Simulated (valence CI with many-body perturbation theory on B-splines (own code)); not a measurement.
## Sb+ in brief

Method: valence CI with perturbative core correlation (CI+MBPT): four valence electrons over a frozen Dirac-Fock core [Kr] 4d10, radial functions for each j: 9 s, 9 p, 8 d, 6 f, 3 g, 1 h, with the one-electron correlation potential Σ1, the two-electron term Σ2, the three-electron term Σ3, Breit, model QED; selected CI, second order for the rest, scaled by the run's own slope (own B-spline code, finite nucleus).

Set against measurement, 27 paired levels are off by 130 cm⁻¹ on average, the worst by 356. These come from a selection out of the NIST Handbook of Basic Atomic Spectroscopic Data. Levels without a partner in it may be off by more. Among the levels kept, up to 320 cm⁻¹ of a level comes from second order outside the variational space, and about a tenth of that is noise between levels of different J, which matters for small intervals.

Names give the largest LS component (configuration and term), which can be under half, so a name can repeat, a term be missing and a line seem to break the LS rules; names also repeat where a configuration has a term twice.

Rates and lifetimes use the calculated energies. Strong lines usually hold to 10 to 20 %, long lifetimes can be off by a factor of two.

(1) What is the ground level?

(2) How is the term 3P of the ground level split?

(3) Where does the other parity begin?

(4) What are the static dipole polarisabilities of the lowest levels?

(5) Among levels below 11.765 eV, which E1 lines absorb most strongly from the ground level?

## Answers

(1) 5s2.5p2 3P_0, composition 91 % 5s2.5p2 3P + 5 % 5s2.5p2 1S.

(2) J = 0 at 0.000, J = 1 at 0.379, J = 2 at 0.700 eV.

(3) At 5s.5p3 5S°_2, 6.369 eV.

(4) 5s2.5p2 3P_0 23.4; 5s2.5p2 3P_1 24.2 (tensor -0.49); 5s2.5p2 3P_2 24.6 (tensor 0.095); 5s2.5p2 1D_2 25.7 (tensor -1.2) bohr³, of which the core gives 1.68.

(5) to 5s2.5p.5d 3D°_1 at 117.4 nm, f = 1.89; to 5s2.5p.6s 3P°_1 at 143.5 nm, f = 0.223; to 5s2.5p.5d 3P°_1 at 109.4 nm, f = 0.179.
